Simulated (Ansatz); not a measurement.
Job for Ansatz (a program for electronic structure): U-r2SCAN/def2-TZVPP on FHSeTe (SMILES F[Te][SeH]), a point of a bond scan (R = 1.330 Å). Elements past Kr take the def2 small-core potentials; no spin–orbit coupling.

Ansatz 0.2 input:
```yaml
crystal:
  periodic: [false, false, false]
  atoms:
    - {symbol: Te, position_ang: [0.42183517, 0.29812461, 0.73233809]}
    - {symbol: F, position_ang: [1.58576174, 1.33129355, -0.42384185]}
    - {symbol: Se, position_ang: [-1.05809715, -0.75106279, -0.97162236]}
    - {symbol: H, position_ang: [-0.31459261, -1.82829471, -1.20582148]}
basis:
  gaussian:
    orbitals: def2-TZVPP
hamiltonian:
  xc: {name: r2SCAN}
magnetization: {spin_polarized: true, initial_magnetization: 0}
```

It printed:

```
WARN ansatz: RAYON_NUM_THREADS=1 ignored (pool sized by the plan → 1); use --threads N
Functional definition: r2SCAN
integrals: 0.06 GiB planned
988 factors; their error is unknown
mean field: 0.57 GiB planned
mean field evaluation 1: about -75376.8976 eV, gradient 2.7e1 eV
mean field evaluation 2: about -75353.3982 eV, gradient 8.7e1 eV
mean field evaluation 4: about -75378.8996 eV, gradient 9.1e0 eV
mean field evaluation 8: about -75379.3538 eV, gradient 1.8e-1 eV
mean field evaluation 16: about -75379.1986 eV, gradient 6.5e-4 eV
mean field -75379.19864718 eV, -2770.1344564279 hartree, gradient 7.5e-5 eV, S^2 0.000000; 1 other end points of the search recorded, 0 dependent functions left out
reference -75379.19865954 eV, -2770.1344568822 hartree; 34, 34 occupied and 109, 109 virtual orbitals, 988 factors
Total energy: -75379.19865954 eV, -2770.1344568822 hartree
```

Self-consistency was reached.

Cost: roughly 16 core-seconds.
